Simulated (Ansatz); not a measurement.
`C[SiH2][SiH2]C=N` and `C[SiH2]C=N` differ in one atom or group.

Ansatz, PBE0-D4/def2-TZVP geometries, multiplicity 1. Each molecule was computed in one conformer, which needn't be the lowest.

```csv
property,`C[SiH2][SiH2]C=N`
LUMO energy (ωB97M-V/def2-TZVPP) / eV,1.28
HOMO–LUMO gap (PBE/def2-TZVPP) / eV,3.95
HOMO–LUMO gap (ωB97M-V/def2-TZVPP) / eV,10.95
LUMO energy (B3LYP/def2-TZVPP) / eV,-1.18
HOMO–LUMO gap (B3LYP/def2-TZVPP) / eV,6.02
size of the dipole moment (ωB97M-V/def2-TZVPP) / D,1.55
```

What does the change do to each property? (Best estimate.)

Ansatz gave: 
```json
{"property": "LUMO energy (ωB97M-V/def2-TZVPP) / eV", "`C[SiH2]C=N`": "1.26", "shift": "-0.02"}
{"property": "HOMO–LUMO gap (PBE/def2-TZVPP) / eV", "`C[SiH2]C=N`": "3.72", "shift": "-0.23"}
{"property": "HOMO–LUMO gap (ωB97M-V/def2-TZVPP) / eV", "`C[SiH2]C=N`": "10.71", "shift": "-0.24"}
{"property": "LUMO energy (B3LYP/def2-TZVPP) / eV", "`C[SiH2]C=N`": "-1.14", "shift": "0.04"}
{"property": "HOMO–LUMO gap (B3LYP/def2-TZVPP) / eV", "`C[SiH2]C=N`": "5.79", "shift": "-0.23"}
{"property": "size of the dipole moment (ωB97M-V/def2-TZVPP) / D", "`C[SiH2]C=N`": "2.37", "shift": "0.82"}
```

Dipoles are sizes alone; their direction can turn.

B3LYP here is the variant with VWN-RPA as its local correlation; programs differ in this.
